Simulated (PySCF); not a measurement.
RbI, SMILES [Rb][I].

Coordinates come from a B3LYP-D3(BJ)/def2-TZVPD optimisation. The def2 effective core potentials stand for the cores of I, Rb; spin–orbit coupling is left out.

Two levels are set side by side: PBE/def2-TZVPD (PySCF) and ωB97X/def2-TZVPD (PySCF). Same geometry, gas phase. Differences are taken from unrounded values.

```json
[
 {"quantity": "orbital gap (eV)", "ωB97X": "7.22"},
 {"quantity": "highest occupied level (eV)", "ωB97X": "-7.44"},
 {"quantity": "lowest empty level (eV)", "ωB97X": "-0.22"},
 {"quantity": "dipole moment (D)", "ωB97X": "12.25"},
 {"quantity": "mean polarisability (bohr³)", "ωB97X": "67.5"}
]
```

Task: What does PBE give, and how far is it from ωB97X? (The exact figures need the calculation; the answer reports its results.)

Result: 
```csv
quantity,PBE,PBE minus ωB97X
orbital gap (eV),2.27,-4.95
highest occupied level (eV),-4.34,3.10
lowest empty level (eV),-2.06,-1.84
dipole moment (D),11.43,-0.82
mean polarisability (bohr³),83.0,15.4
```

Without exact exchange PBE keeps part of each electron's self-repulsion, which lifts occupied levels and narrows the gap. Loosely held outer electrons make PBE densities more polarisable. Differences between two approximate levels are no errors against the true value.

Rough cost on one machine, each run with all the roots and properties that it gave: ωB97X against PBE within a factor of 2.
